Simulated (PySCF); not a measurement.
Species: In(OH)3.
Cartesian coordinates in Å at the PBE0-D3(BJ)/def2-SVP level; atoms count from 1:
```
atom  x, y, z in Å
In1    0.001    0.002   -0.002
O2     1.906    0.331    0.469
H3     2.425   -0.478    0.392
O4    -1.319    1.489    0.073
H5    -0.902    2.307    0.369
O6    -0.583   -1.818   -0.552
H7    -1.528   -1.834   -0.749
```

Level of theory: PBE0-D3(BJ)/def2-SVP geometry optimisation, gas phase, def2 core potentials past Kr in PySCF.

Take the most abundant isotopes and a rigid rotor. The values belong to one conformer.

Problem. What are A, B and C (MHz)?

Solution. Ia = 104.19, Ib = 104.62, Ic = 208.81 u·Å²; 505379 MHz·u·Å²/I gives A = 4850, B = 4831, C = 2420 MHz.

Problem. Classify the top.

Solution. An oblate symmetric top, as the point group C3h requires two equal moments; the computed ones differ by 0.41 % because the geometry is symmetric only within the optimiser's tolerance. Ray's parameter κ = (2B − A − C)/(A − C) = 0.984; −1 is the prolate and +1 the oblate limit.

Problem. Is it planar, by Δ = Ic − Ia − Ib?

Solution. Planar: Δ = Ic − Ia − Ib = 0.00 u·Å². For a rigid frame Δ = −2 Σ m c², so it vanishes when all atoms lie in the ab plane; here none is more than 0.01 Å from it.

The point group C3h allows no dipole (computed: 0.04 D), so a rigid rotor has no electric-dipole lines.

Problem. Estimate the classical rotational partition function at 25 K, 50 K and 298.15 K.

Solution. Point group C3h, symmetry number σ = 3; q = (√π/σ)·√((kT/h)³/(ABC)), k/h = 20836.6 MHz/K: 933 at 25 K, 2640 at 50 K, 38400 at 298.15 K.

Atoms past krypton carry def2 core potentials. Whether it is a minimum is left open (no frequencies). These are rigid-rotor constants of the computed structure; measured ground-state constants (B0) also hold zero-point vibration.

Hardware: one thread of an x86-64 server (shared host). Cost: 25 s of wall time. This is the geometry optimisation.
